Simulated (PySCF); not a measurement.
Species: C₂H₅Cl₂Si, net charge -1, singlet state. It need not be the lowest isomer of its formula. Whether it binds its extra electron was not tested at this geometry. 
Structure (B3LYP-D3(BJ)/def2-TZVP (Ansatz) minimum search):
```
Si
C 1 1.7310
H 2 1.0856 1 121.03
H 2 1.0890 3 114.08 1 -148.65
C 1 1.8825 2 116.75 3 167.06
H 5 1.0904 1 111.35 2 175.64
H 5 1.0913 6 109.48 1 -121.88
H 5 1.0936 6 108.33 7 -118.15
Cl 1 2.1377 2 112.24 3 44.59
Cl 1 2.2320 2 122.97 3 -71.46
```
Charge -1, spin multiplicity 1.

Dispersion corrections to the total energy (kcal/mol) from the dftd3 and dftd4 libraries through PySCF: D3(BJ) without and D4 with the three-body term, each with the damping fitted for the functional named.

```
functional  D3(BJ)      D4
----------  ------  ------
PBE0         -5.96   -6.37
TPSSh        -7.99   -9.12
B2GP-PLYP    -5.64   -3.23
BLYP        -14.50  -15.99
BP86        -11.59       ?
HSE06        -4.92       ?
CAM-B3LYP    -5.81       ?
```

Problem. Fill in the missing entries.

Solution. 
- BP86, D4: -10.34
- HSE06, D4: -5.98
- CAM-B3LYP, D4: -6.55
